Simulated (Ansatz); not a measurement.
Input for Ansatz (a first-principles code): R-CCSD(T)/cc-pV(T+d)Z on CH4O2Si (SMILES CO[Si]O), a point of a torsion scan. Files ending in .json are basis or fitting sets from the Basis Set Exchange.

Ansatz 0.2 input:
```yaml
crystal:
  periodic: [false, false, false]
  atoms:
    - {symbol: C, position_ang: [-0.89230174, 0.04435296, 0.25724536]}
    - {symbol: O, position_ang: [0.14613202, -0.79741063, -0.09337902]}
    - {symbol: Si, position_ang: [1.69067396, -1.02615699, 0.44341316]}
    - {symbol: O, position_ang: [1.67741834, -2.57408931, 0.90810197]}
    - {symbol: H, position_ang: [-1.31613146, -0.24336668, 1.22551510]}
    - {symbol: H, position_ang: [-0.55348315, 1.08429254, 0.32255001]}
    - {symbol: H, position_ang: [-1.67121147, -0.02611121, -0.50550888]}
    - {symbol: H, position_ang: [0.91912076, -3.16289337, 0.87359888]}
basis:
  gaussian:
    orbitals: cc-pV_T+d_Z.json
magnetization: {spin_polarized: false}
correlation: {method: ccsd_t, electrons: outside_noble_gas}
scf: {lower_state_search: off}
```

Program output:

```
WARN ansatz: RAYON_NUM_THREADS=1 ignored (pool sized by the plan → 1); use --threads N
Functional definition: HF
these checks for a lower state are left out or cut short: stability, starts, cluster_reference, orbital_swaps, neighbouring_geometries, increment
integrals: 0.64 GiB planned
1087 factors; integrals over basis functions are off by at most 1.1e-3 eV
mean field: 0.51 GiB planned
mean field evaluation 1: about -13029.9755 eV, gradient 4.6e1 eV
mean field evaluation 2: about -13030.1627 eV, gradient 4.6e1 eV
mean field evaluation 4: about -13034.0823 eV, gradient 3.3e0 eV
mean field evaluation 8: about -13034.1339 eV, gradient 2.5e-1 eV
mean field -13034.13418546 eV, -478.9955964623 hartree, gradient 2.8e-6 eV, S^2 0.000000; 0 other end points of the search recorded, 0 dependent functions left out
8 core orbitals not correlated
reference -13034.13418546 eV, -478.9955964623 hartree; 12, 12 occupied and 165, 165 virtual orbitals, 1087 factors
second order -20.44997248 eV of doubles, -0.00000000 eV of singles
coupled cluster: 1.88 GiB planned
cycle   1  -20.51125185 eV  change   -6.1e-2 eV  update   1.0e-1
cycle   2  -21.02945794 eV  change   -5.2e-1 eV  update   3.3e-2
cycle   3  -21.16049951 eV  change   -1.3e-1 eV  update   1.9e-2
cycle   4  -21.13946636 eV  change    2.1e-2 eV  update   4.4e-3
cycle   5  -21.13770199 eV  change    1.8e-3 eV  update   2.1e-3
cycle   6  -21.13861813 eV  change   -9.2e-4 eV  update   6.2e-4
cycle   7  -21.13814965 eV  change    4.7e-4 eV  update   2.6e-4
cycle   8  -21.13809439 eV  change    5.5e-5 eV  update   7.8e-5
cycle   9  -21.13814322 eV  change   -4.9e-5 eV  update   3.2e-5
cycle  10  -21.13813637 eV  change    6.8e-6 eV  update   1.1e-5
perturbative correction -0.79864200 eV, -0.0293495522 hartree
Total energy: -13056.07096384 eV, -479.8017581982 hartree
Checks for a lower state left out: stability, starts, cluster_reference, orbital_swaps, neighbouring_geometries, increment
```

The calculation finished and met its thresholds.

Cost: roughly 60 core-seconds.
